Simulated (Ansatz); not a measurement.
`C=C(S)I` + H₂O → `C=C(O)S` + HI at 400 K and 1 bar (formal hydrolysis of a C–I bond).

Calculated with Ansatz (gas phase, PBE0-D4/def2-TZVP geometries, no zero-point term in ΔE). CCSD(T)/CBS adds triple-zeta CCSD(T) − MP2 to the extrapolated MP2 energy (def2 sets, frozen cores). This one scheme is used for every species. Elements past krypton have def2 core potentials. For I outer-core shells are correlated without core-valence functions, which leaves a few kJ/mol of doubt a bond. One conformer a species, not always the lowest.

```csv
species,CCSD(T)/CBS energy (Eh),H − E (kJ/mol),S (J/(mol·K))
`C=C(S)I`,-773.09187,133.5,347.2
H₂O,-76.37941,69.8,198.6
`C=C(O)S`,-551.42826,172.4,320.2
HI,-298.03592,25.7,215.0
```

H − E and S are ideal-gas, rigid-rotor, harmonic terms from PBE0-D4/def2-TZVP, for one conformer and one mirror image of each species. 1 Eh = 2625.50 kJ/mol, R = 8.31446 J/(mol·K).

Problem. By hand: ΔE, ΔH, ΔS and ΔG.

Solution. ΔE = (-551.42826) + (-298.03592) − (-773.09187) − (-76.37941) = 0.00710 Eh = 18.6 kJ/mol. Δ(H − E) = 172.4 + 25.7 − 133.5 − 69.8 = -5.2, so ΔH = 13.4 kJ/mol. ΔS = 320.2 + 215.0 − 347.2 − 198.6 = -10.6 J/(mol·K). ΔG = 13.4 − 400 × (-10.6)/1000 = 17.6 kJ/mol.

Problem. By hand: the equilibrium constant, and the temperature at which ΔG would vanish if ΔH and ΔS stayed fixed.

Solution. log₁₀ K = −ΔG/(RT ln 10) = -2.3. ΔH and −TΔS have one sign here, so there is no such temperature.

The number of gas molecules stays the same, so ΔS is small and ΔH decides. A doubt of 5 kJ/mol in ΔE shifts log₁₀ K by 0.7 here. Other conformers and mirror images would add mixing entropy, several J/(mol·K) or more a flexible species. These are equilibria of isolated gas molecules and say nothing of rates. Largest T1 diagnostic: 0.012 (customary marks: 0.02 for closed shells, 0.045 for open ones).

ΔS is within the doubt of such terms, so its sign, and with it that verdict, could turn.
